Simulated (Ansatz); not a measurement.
Reaction (homolysis of the O–Sn bond): `C[O][SnH2][F]` → `C[O]`• + `[F][SnH2]`•

Program: Ansatz. Geometries: PBE0-D4/def2-TZVP. ΔE: electronic, gas phase. CCSD(T)/CBS is the MP2 limit (def2-TZVPP, def2-QZVPP) plus CCSD(T) − MP2 in def2-TZVPP, frozen cores. Functionals use def2-TZVPP. No spin–orbit coupling; open shells (•) take unrestricted orbitals. Elements past krypton have def2 core potentials. For Sn outer-core shells are correlated without core-valence functions, which leaves a few kJ/mol of doubt a bond. One conformer a species, not always the lowest.

`C[O][SnH2][F]`:

```xyz
9

C     1.276    0.712   -0.167
O    -0.036    0.648   -0.679
Sn   -1.355   -0.538    0.119
F    -0.675   -2.313   -0.171
H     1.793    1.538   -0.664
H     1.298    0.905    0.914
H     1.836   -0.209   -0.362
H    -1.371   -0.359    1.811
H    -2.766   -0.384   -0.801
```

`C[O]`•:

```xyz
5

C    -0.012   -0.006    0.052
O    -0.359    0.899   -0.896
H     0.655   -0.727   -0.461
H    -0.862   -0.592    0.431
H     0.578    0.425    0.874
```

`[F][SnH2]`•:

```xyz
4

F     1.637   -0.009    0.470
Sn   -0.132    0.482   -0.130
H    -1.142    0.025    1.193
H    -0.362   -0.498   -1.533
```

```
        level  ΔE (eV)
       B97M-V     3.48
       B2PLYP     3.48
          PBE     3.30
HF/def2-QZVPP     2.26
```

Question: What does CCSD(T)/CBS give? (An estimate is asked.)

Answer: The calculation gave: +3.84 eV. The listed levels differ from it by -0.36, -0.36, -0.54, -1.58 eV.

Largest T1 diagnostic among the species: 0.019.

The D4 term adds +0.12 eV with B3LYP and +0.07 eV with PBE0; it sums over pairs of atoms, weighted by their polarisabilities, and B3LYP, whose exchange is more repulsive, gets the larger term. From r2SCAN to r2SCAN0 (25 % exact exchange), in def2-TZVPP and without D4, ΔE moves by −0.06 eV: exact exchange takes away binding that semilocal exchange gives to molecules. At CCSD(T), def2-SVP lies −0.41 eV from the extrapolated value and def2-TZVPP −0.20 eV: correlation converges slowly with the basis, and small sets miss more of it in the bonded molecule than in its fragments.

B3LYP here is the variant with VWN-RPA as its local correlation; programs differ in this.
